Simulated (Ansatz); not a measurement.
System: CH4BO2, net charge 0, doublet state. It need not be the lowest isomer of its formula. 
Coordinates optimised at B3LYP-D3(BJ)/def2-TZVP (Ansatz, an electronic-structure program):
SMILES: OB(O)[CH2]
```xyz
8

B     -0.0430     0.0028     0.0042
C      1.4937    -0.0976    -0.1459
O     -0.7870     0.9563    -0.6403
O     -0.7654    -0.8549     0.7920
H      2.0913    -0.8488     0.3601
H      2.0743     0.5767    -0.7671
H     -0.2648     1.5478    -1.1872
H     -0.2282    -1.5156     1.2353
```
Charge 0, spin multiplicity 2.

Basis-set convergence of Hartree-Fock and CCSD(T) correlation energies (hartree) with Ansatz. Correlated levels leave the core frozen unless marked. UHF or UKS for open shells. Spin-orbit coupling is left out. No relativistic terms.

| basis | functions | E(HF) | E(corr, CCSD(T)) |
|---|---|---|---|
| cc-pVDZ | 76 | -214.70102 | -0.61449 |
| cc-pVTZ | 176 | [?] | [?] |

**Question.** Complete the blanks.

**Answer.** 
- cc-pVTZ, E(HF): -214.77298
- cc-pVTZ, E(corr, CCSD(T)): -0.77050
